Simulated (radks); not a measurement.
Effect of the nuclear size on the cerium ion Ce3+, [Xe] 4f1. All-electron calculation, Dirac Kohn-Sham, PBE, spin-unpolarised, spherical densities, finite nucleus; open shells are shared between the two j in proportion to 2j + 1; Fermi nuclear charge, rms radius 4.8771 fm. Program: a radial shooting solver on a logarithmic mesh with Libxc functionals. The rms radius is varied about that value; shifts are against it.

| rms radius (fm) | total energy shift (eV) | density at nucleus (e/bohr^3) | 1s1/2 shift (meV) | 2s1/2 shift (meV) | 4p1/2 shift (meV) | 5s1/2 shift (meV) | 5p1/2 shift (meV) | 4f7/2 shift (meV) | 6s1/2 (empty) shift (meV) |
|---|---|---|---|---|---|---|---|---|---|
| 3.9895 | -3.48 | 3.992e+05 | -1450 | -177 | 0.472 | -1.41 | 0.119 | 0.283 | -0.294 |
| 4.6625 | -0.893 | 3.865e+05 | -371 | -45.4 | 0.121 | -0.360 | 0.031 | 0.073 | -0.075 |
| 4.8771 | 0 | 3.829e+05 | 0.000 | 0.000 | 0.000 | 0.000 | 0.000 | 0.000 | 0.000 |
| 5.2234 | 1.51 | 3.775e+05 | 627 | 76.6 | -0.204 | 0.608 | -0.052 | -0.123 | 0.127 |
| 6.0232 | 5.30 | 3.665e+05 | 2200 | 269 | -0.717 | 2.14 | -0.182 | -0.431 | 0.448 |

Slopes of the eigenvalues against <r^2> in GHz/fm^2, as finite differences over the two radii next to the reference (eigenvalue slopes, not the field-shift constants of lines): 1s1/2 43500, 2s1/2 5320, 4p1/2 -14.2, 5s1/2 42.2, 5p1/2 -3.59, 4f7/2 -8.51, 6s1/2 (empty) 8.84.
